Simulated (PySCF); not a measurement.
C4H7NS, SMILES CSC=C=CN.

Coordinates come from a r2SCAN-D4/def2-SVP optimisation. The structure was generated by enumeration; whether it is a known compound was not checked. Other conformers were not sampled.

Level of theory: PBE/def2-TZVP in PySCF.

The molecule is in vacuum.

```yaml
total_energy: -609.16690 hartree
highest_occupied_level: -4.78 eV
lowest_empty_level: -0.84 eV
orbital_gap: 3.94 eV
dipole_moment: 0.78 D
quadrupole, principal values (traceless, Buckingham form, about the centre of nuclear charge): -12.37, -4.45, 16.82 D·Å
mean_static_polarisability: 90.5 bohr³ (13.42 Å³)
polarisability_principal_values: 57.0, 61.3, 153.2 bohr³
```
